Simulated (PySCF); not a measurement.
A structure optimised at PBE0-D3(BJ)/def2-SVP, used in a PySCF frequency run:

```xyz
8

In    -0.0321    -0.2126     0.2792
F     -0.1382    -1.1457     1.9779
Cl     0.4417     2.0664     0.2822
O     -0.3776    -1.1888    -1.4020
C     -0.1998    -0.5946    -2.6616
H      0.7824    -0.8582    -3.0954
H     -0.9793    -0.9735    -3.3450
H     -0.2745     0.5089    -2.6549
```

Q: Write its SMILES and formula.

A: C[O][In]([F])[Cl], CH3ClFInO

Q: What are its rotational constants (standard atomic weights)?

A: 2.4967, 2.0150, 1.1235 GHz
